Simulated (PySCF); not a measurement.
## Hf: interval between two levels

Hf [Xe] 4f14 5d2 6s2 [3F4, M_J = 4] → Hf [Xe] 4f14 5d3 6s1 [5F5, M_J = 5], as a difference of total energies. Computed with PySCF 2.14 in x2c-TZVPall-2c, with the two-component X2C-1e Hamiltonian. Correlated levels: [Kr] 4d10 4f14 frozen; the 34 highest virtual spinors dropped. "Screened" scales the spin-orbit matrix elements by Boettger's factors to mimic the two-electron term; Breit and QED terms are absent.

```csv
method,interval between two levels (cm⁻¹)
GHF (screened spin-orbit),7107.5
GMP2 (screened spin-orbit),12630
```

The labels give the starting determinants; with spin-orbit coupling the two ends relaxed to ⟨J²⟩ = 20.17, ⟨L²⟩ = 12.35, ⟨S²⟩ = 2.12 and ⟨J²⟩ = 30.01, ⟨L²⟩ = 12.24, ⟨S²⟩ = 6.07.
